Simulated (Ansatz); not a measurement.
The cluster Ti₂O₃⁺, 5 atoms. Hardware: 4 threads of Intel Xeon on a shared host.

Correlated methods freeze 13 core orbitals; core or outer-core shells of Ti are correlated, in sets that lack core-valence functions.

How many basis functions does each of these Ansatz runs have, and roughly what does it cost? PBE-D4/def2-SVP, charge 1 doublet, energy with a search over starts; PBE-D4/def2-SVP, charge 1 doublet, energy, from earlier orbitals; PBE-D4/def2-TZVP, charge 1 doublet, energy and forces, from earlier orbitals; r2SCAN-D4/def2-TZVP, charge 1 doublet, energy, from earlier orbitals; PBE0-D4/def2-TZVP, charge 1 doublet, energy, from earlier orbitals; MP2/def2-TZVP, charge 1 doublet, energy, from earlier orbitals; B3LYP-D4/def2-SVP, charge 1 doublet, relaxation, 11 steps; B3LYP-D4/def2-TZVP, charge 1 doublet, energy, from earlier orbitals; LC-ωPBE/def2-TZVP, charge 1 doublet, energy, from earlier orbitals; PBE0-D4/def2-SVP, charge 1 doublet, energy, from earlier orbitals; CCSD(T)/def2-SVP, charge 1 doublet, energy, from earlier orbitals; CAM-B3LYP-D4/def2-TZVP, charge 1 doublet, energy, from earlier orbitals.

Other jobs shared the machine, so times can vary by a factor of up to 3. A dash marks memory too small to be measured apart from the calling script's.

| run | functions | fitting or Cholesky vectors | wall time | peak host memory (GiB) |
| --- | --- | --- | --- | --- |
| PBE-D4/def2-SVP, charge 1 doublet, energy, from earlier orbitals | 104 | 1189 | 13 s | – |
| PBE0-D4/def2-SVP, charge 1 doublet, energy, from earlier orbitals | 104 | 1085 | 15 s | – |
| PBE-D4/def2-TZVP, charge 1 doublet, energy and forces, from earlier orbitals | 183 | 1279 | 21 s | – |
| LC-ωPBE/def2-TZVP, charge 1 doublet, energy, from earlier orbitals | 183 | 1279 | 29 s | 0.68 |
| PBE0-D4/def2-TZVP, charge 1 doublet, energy, from earlier orbitals | 183 | 1385 | 30 s | 0.98 |
| B3LYP-D4/def2-TZVP, charge 1 doublet, energy, from earlier orbitals | 183 | 1379 | 32 s | 0.98 |
| r2SCAN-D4/def2-TZVP, charge 1 doublet, energy, from earlier orbitals | 183 | 1279 | 33 s | 0.57 |
| CAM-B3LYP-D4/def2-TZVP, charge 1 doublet, energy, from earlier orbitals | 183 | 1379 | 74 s | 1.1 |
| CCSD(T)/def2-SVP, charge 1 doublet, energy, from earlier orbitals | 104 | 1085 | 75 s | 1.1 |
| MP2/def2-TZVP, charge 1 doublet, energy, from earlier orbitals | 183 | 1428 | 1.7 min | 0.71 |
| PBE-D4/def2-SVP, charge 1 doublet, energy with a search over starts | 104 | 1189 | 2.7 min | – |
| B3LYP-D4/def2-SVP, charge 1 doublet, relaxation, 11 steps | 104 | 1220 | 4 min | 0.55 |
